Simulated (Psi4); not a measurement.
C2H9AlOSi, singlet, geometry from GFN2-xTB (such geometries of metal compounds can be far from the true shape); MP2/STO-3G (Psi4).

Psi4 was given this input:
```
memory 2 GB

molecule mol {
0 1
Al    0.164182    0.803069    0.529355
C     1.719929    1.911976   -0.042751
H     2.653789    1.343703    0.007146
H     1.852685    2.808578    0.565673
H     1.616324    2.235768   -1.082929
C    -1.100345    1.113640    2.039929
H    -1.092930    0.274954    2.742768
H    -2.131097    1.202428    1.683529
H    -0.874444    2.017105    2.609319
O    -0.122035   -0.585963   -0.386096
Si   -0.393204   -1.924513   -1.270148
H    -1.599104   -2.564109   -0.740573
H     0.781901   -2.785423   -1.120705
H    -0.577864   -1.495704   -2.658076
}

set {
  basis sto-3g
  reference rhf
}

energy('mp2')
print_variables()
```

The log (banner, timings and long lists left out):

```
    SCF Algorithm Type (re)set to DF.

   => Loading Basis Set <=

    Name: STO-3G
    Role: ORBITAL
    Keyword: BASIS

         ---------------------------------------------------------
                                   SCF
               by Justin Turney, Rob Parrish, Andy Simmonett
                          and Daniel G. A. Smith
                              RHF Reference
         ---------------------------------------------------------

  ==> Geometry <==

    Molecular point group: c1
    Full point group: C1

    Geometry (in Angstrom), charge = 0, multiplicity = 1:

       Center              X                  Y                   Z               Mass
    ------------   -----------------  -----------------  -----------------  -----------------
         AL           0.168541616418     0.824005465798     0.543194248688    26.981538530000
         C            1.724288616418     1.932912465798    -0.028911751312    12.000000000000
         H            2.658148616418     1.364639465798     0.020985248688     1.007825032230
         H            1.857044616418     2.829514465798     0.579512248688     1.007825032230
         H            1.620683616418     2.256704465798    -1.069089751312     1.007825032230
         C           -1.095985383582     1.134576465798     2.053768248688    12.000000000000
         H           -1.088570383582     0.295890465798     2.756607248688     1.007825032230
         H           -2.126737383582     1.223364465798     1.697368248688     1.007825032230
         H           -0.870084383582     2.038041465798     2.623158248688     1.007825032230
         O           -0.117675383582    -0.565026534202    -0.372256751312    15.994914619570
         SI          -0.388844383582    -1.903576534202    -1.256308751312    27.976926534650
         H           -1.594744383582    -2.543172534202    -0.726733751312     1.007825032230
         H            0.786260616418    -2.764486534202    -1.106865751312     1.007825032230
         H           -0.573504383582    -1.474767534202    -2.644236751312     1.007825032230

  Running in c1 symmetry.

  Rotational constants: A =      0.14579  B =      0.05201  C =      0.03942 [cm^-1]
  Rotational constants: A =   4370.71966  B =   1559.21938  C =   1181.72725 [MHz]
  Nuclear repulsion =  269.122866450159393

  Charge       = 0
  Multiplicity = 1
  Electrons    = 56
  Nalpha       = 28
  Nbeta        = 28

  ==> Algorithm <==

  SCF Algorithm Type is DF.
  DIIS enabled.
[...]
  @DF-RHF Final Energy:  -678.60933850632523
    Total Energy =                       -678.6093385063252299
[...]

  //>>>>>>>>>>>>>>>>>>>>>>>>>>>>>>>>>>>//
  //               DFMP2               //
  //<<<<<<<<<<<<<<<<<<<<<<<<<<<<<<<<<<<//

   => Loading Basis Set <=

    Name: (STO-3G AUX)
    Role: RIFIT
    Keyword: DF_BASIS_MP2

	 --------------------------------------------------------
	                          DF-MP2
	      2nd-Order Density-Fitted Moller-Plesset Theory

	        Rob Parrish, Justin Turney, Andy Simmonett,
	           Ed Hohenstein, and C. David Sherrill
	 --------------------------------------------------------

   => Auxiliary Basis Set <=

  Basis Set: (STO-3G AUX)
    Blend: DEF2-SVP-RI
    Number of shells: 142
    Number of basis functions: 394
    Number of Cartesian functions: 446
    Spherical Harmonics?: true
    Max angular momentum: 3

	 --------------------------------------------------------
	                 NBF =    42, NAUX =   394
	 --------------------------------------------------------
	   CLASS    FOCC     OCC    AOCC    AVIR     VIR    FVIR
	   PAIRS       0      28      28      14      14       0
	 --------------------------------------------------------

	-----------------------------------------------------------
	 ==================> DF-MP2 Energies <====================
	-----------------------------------------------------------
	 Reference Energy          =    -678.6093385063252299 [Eh]
	 Singles Energy            =      -0.0000000000000000 [Eh]
	 Same-Spin Energy          =      -0.0290091543979616 [Eh]
	 Opposite-Spin Energy      =      -0.1898014658188624 [Eh]
	 Correlation Energy        =      -0.2188106202168241 [Eh]
	 Total Energy              =    -678.8281491265420300 [Eh]
	-----------------------------------------------------------
	 ================> DF-SCS-MP2 Energies <==================
	-----------------------------------------------------------
	 SCS Same-Spin Scale       =       0.3333333333333333 [-]
	 SCS Opposite-Spin Scale   =       1.2000000000000000 [-]
	 SCS Same-Spin Energy      =      -0.0096697181326539 [Eh]
	 SCS Opposite-Spin Energy  =      -0.2277617589826349 [Eh]
	 SCS Correlation Energy    =      -0.2374314771152888 [Eh]
	 SCS Total Energy          =    -678.8467699834404812 [Eh]
	-----------------------------------------------------------

  Variable Map:
  ----------------------------------------------------------------------------
[...]
  Array Variable Map:
  ----------------------------------------------------------------------------
[...]
[...]
```
